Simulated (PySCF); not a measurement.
Computed with B3LYP-D3(BJ)/def2-TZVP // r2SCAN-D4/def2-SVP (PySCF). Isolated molecules, 0 K electronic values unless said otherwise. One relaxed conformer stands for a flexible species; it need not be the lowest. B3LYP has the VWN-RPA correlation part, as in Gaussian. 

Reference species: [Zr(NH2)2(Br)2] (neutral, multiplicity 1).

The coordination number comes out as 4 and the LUMO comes out as -1.84 eV. The HOMO is -7.47 eV and the charge on the central atom (Mulliken) is 1.48 e.

Changed species: [Zr(NH2)4] (0 of 4 NH2 replaced by Br; the reference has 2 of 4 NH2 replaced by Br).

### Question
Give the shifts of the coordination number, LUMO, HOMO and charge on the central atom (Mulliken).

### Answer
the coordination number stays essentially unchanged; the LUMO rises by 1.53 eV, to -0.31 eV; the HOMO rises by 1.00 eV, to -6.47 eV; the charge on the central atom (Mulliken) goes up by 0.22 e, to 1.70 e.
